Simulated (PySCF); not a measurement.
## GeTe and its ions

PBE0; basis Ge cc-pVDZ-PP with ECP10, Te cc-pVDZ-PP with ECP28; scalar-relativistic core potentials; PySCF 2.14. Neutral (UKS): singlet (closed shell), Re = 2.350 Å, ωe = 334 cm⁻¹, De = 4.31 eV, HOMO -6.98 eV, LUMO -2.54 eV.

GeTe⁺ (UKS): doublet (π ↑), Re = 2.499 Å, ωe = 269 cm⁻¹, De = 3.28 eV to Ge⁺ + Te. The energies at the minima are -562.62430 hartree for GeTe and -562.29690 for GeTe⁺.

Work out the adiabatic ionisation energy, without and with harmonic zero-point energies (1 hartree = 27.2114 eV, 1 eV = 8065.5 cm⁻¹), and the change of the bond length.

At PBE0: 0.32740 hartree = 8.909 eV between the minima; the zero-point term (269.0 − 334.0)/2 cm⁻¹ = -0.004 eV makes it 8.905 eV. Re changes by +14.9 pm against the neutral. Minus the HOMO energy is 6.98 eV, -1.93 eV from the value between the minima; self-interaction puts the Kohn–Sham level too high, less so with exact exchange. The electron leaves a π orbital, and the longer bond of the ion fits a bonding orbital, or a change in how ionic the bond is.

Spin–orbit coupling is left out, which matters for elements this heavy, above all for dissociation energies. For an ion De counts to the pair picked by the measured ionisation energies or electron affinities, which need not be the lowest pair at this level. States were picked by a PBE0 search and need not be the measured ground states.
